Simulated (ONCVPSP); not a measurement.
**What the settings do to the ONCV potential of Al (Z = 13)**

Base potential:

aluminium (Al), optimised norm-conserving Vanderbilt (ONCV), made with ONCVPSP 4.0.1 (BLYP, scalar-relativistic). Core [Ne], reference 3s2 3p1. Waves: 3s: rc 1.80 bohr, ncon 3, nbas 6, qcut 4.1 1/bohr, 1 projector; 3p: rc 2.75 bohr, ncon 3, nbas 7, qcut 2.8 1/bohr, 2 projectors, debl 0.4 Ha; d scattering state at 0.08 Ha: rc 2.95 bohr, ncon 4, nbas 9, qcut 3.1 1/bohr, 1 projector. Local part: polynomial inside 1.35 bohr (lpopt 5, dvloc0 3 Ha). Core correction: Teter function fitted to the true core (icmod 2), fcfact 0.3.

All-electron outer shells of the reference configuration (BLYP, scalar-relativistic, ld1.x):

| shell | level (eV) | outermost node (bohr) | outermost maximum (bohr) |
| --- | --- | --- | --- |
| 2s | -107.94 | 0.16 | 0.50 |
| 2p | -69.61 | – | 0.43 |
| 3s | -7.63 | 0.80 | 2.06 |
| 3p | -2.56 | 0.82 | 2.64 |

Cutoffs, loose and tight: the cutoffs (Ha) at which the residual kinetic energy of the hardest occupied pseudo-wave falls to 1 and 0.1 mHa per electron. They do not see the model core or the augmentation charge, which bear on the density cutoff. Test errors are all-electron minus pseudo excitation energies from the reference, over the configurations 3s2 3p0; 3s1 3p0; 3s2 3p0.5; 3s1 3p1. A dash means not determined; rows that change the core or the reference have their own tests.

```csv
change,outcome,"cutoff, loose","cutoff, tight",bound ghosts,GHOST(+) flags above zero,largest test error (meV)
base,generated,6.0 Ha,7.8 Ha,none,none,+37
s: nproj 0; local potential the s channel,generated,6.0 Ha,7.8 Ha,none,none,+33
p: debl 0.95,generated,6.0 Ha,7.8 Ha,none,none,+37
p: rc 2.38,generated,6.0 Ha,7.8 Ha,none,none,+41
```

**Question.** What comes out with this change to the base: s: qcut 5; p: qcut 3.4; d: qcut 3.8?

**Answer.** outcome: generated; cutoff, loose: 6.4 Ha; cutoff, tight: 8.5 Ha; bound ghosts: none; GHOST(+) flags above zero: none; largest test error (meV): +37.

**Question.** What comes out with this change to the base: functional PBEsol?

**Answer.** outcome: generated; cutoff, loose: 5.9 Ha; cutoff, tight: 7.6 Ha; bound ghosts: none; GHOST(+) flags above zero: none; largest test error (meV): +19.
